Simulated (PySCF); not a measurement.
[La(NH3)6]3+ relaxed at several levels

Computed with PySCF 2.14.0, def2-SVP on the ligands, density fitting, scalar-relativistic core potentials, no spin-orbit coupling, vacuum. Each row is relaxed at its own level from the same template. Distances are means of the shortest metal–ligand contacts, charges and spins Mulliken's; removal energies are rigid, with the ligand's formal charge and no counterpoise, so too large; for an anion taken off a cation in vacuum most of it is the attraction of opposite charges, and multiply charged cations can part far more cheaply with an electron moved from ligand to metal. lcecp potentials hold a fixed number of 4f electrons in the core, out of states, spins and gaps.

```
 level   basis on the metal  point group  M–NH3 (Å)  charge on M (e)  HOMO–LUMO gap (eV)  removal of one NH3 (eV)  unstable modes (below −25 cm⁻¹)
r2SCAN  def2-SVP with ECP46           Ci      2.711             1.49                6.13                     2.32                        not given
```

Question: What does the calculation give for PBE0, lcecp-1-SVP with ECP46?

Answer: point group: Ci, M–NH3 (Å): 2.702, charge on M (e): 1.43, removal of one NH3 (eV): 2.35, unstable modes (below −25 cm⁻¹): not given.
```xyz
25

La    0.0000    0.0000    0.0000
N     0.0052    0.0077    2.7023
H     0.8106    0.4733    3.1418
H    -0.7980    0.4730    3.1461
H     0.0067   -0.9198    3.1476
N    -0.0052   -0.0077   -2.7023
H     0.7980   -0.4730   -3.1461
H    -0.8106   -0.4733   -3.1418
H    -0.0067    0.9198   -3.1476
N     2.7018   -0.0012    0.0020
H     3.1437   -0.4644    0.8075
H     3.1474   -0.4644   -0.8014
H     3.1423    0.9287    0.0020
N     0.0011    2.7018    0.0066
H     0.4509    3.1415    0.8209
H     0.4778    3.1495   -0.7878
H    -0.9287    3.1423   -0.0064
N    -2.7018    0.0012   -0.0020
H    -3.1474    0.4644    0.8014
H    -3.1437    0.4644   -0.8075
H    -3.1423   -0.9287   -0.0020
N    -0.0011   -2.7018   -0.0066
H    -0.4778   -3.1495    0.7878
H    -0.4509   -3.1415   -0.8209
H     0.9287   -3.1423    0.0064
```

One start shape was tried for each, so a minimum needn't be the lowest isomer.
